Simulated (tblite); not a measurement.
Task: Write a Z-matrix for `C=CO[C@H]1CCO[SiH2]1` as optimised with GFN2-xTB.

Result: 
Z-matrix in Å and degrees, rows numbered from 1:
```
C 
C   1  1.3250
O   2  1.3454  1  129.06
C   3  1.4222  2  117.95  1    -0.39
C   4  1.5308  3  107.68  2   175.99
C   5  1.5264  4  107.55  3   153.60
O   6  1.4111  5  109.37  4   -37.41
Si  7  1.6330  6  115.24  5    24.99
H   1  1.0734  2  119.79  3  -179.73
H   1  1.0737  2  123.46  3     0.07
H   2  1.0829  1  121.60  3   179.52
H   4  1.0988  3  108.66  2    56.57
H   5  1.0912  4  107.19  3    35.93
H   5  1.0894  4  112.80  3   -83.57
H   6  1.0959  5  110.54  4    81.90
H   6  1.0928  5  111.91  4  -156.90
H   8  1.4600  4  112.86  3   113.77
H   8  1.4546  4  112.47  3   -19.08
```

The C–O distances run from 1.345 Å (C2–O3, drawn single) to 1.422 Å (O3–C4, drawn single), a spread of 0.077 Å. O7 (silyl ether oxygen) is bent (angle 115.2°). The 5-membered ring C4–C5–C6–O7–Si8 has internal angles of 94.2° to 115.2°; it is puckered, 0.15 Å rms from its mean plane, widest ring torsion 37°. The 3 C–C bonds span 1.325 Å (C1=C2, drawn double) to 1.531 Å (C4–C5, drawn single), a spread of 0.206 Å.

The geometry is computed with GFN2-xTB (gas phase).

Point group: C1 (no symmetry element, even within 0.4 Å). Its GFN2-xTB frequencies are all real (lowest 63 cm⁻¹). The numbers are those of one conformer (C1–C2–O3–C4 0°, C2–O3–C4–C5 176°, O3–C4–C5–C6 154°, C4–C5–C6–O7 -37°, C5–C6–O7–Si8 25°, C6–O7–Si8–C4 -4°).

On one thread, Arm Neoverse N1 (aarch64), shared host with 64 logical CPUs at a one-minute load of 61, this took 1.0 s. These figures are those of the optimisation.
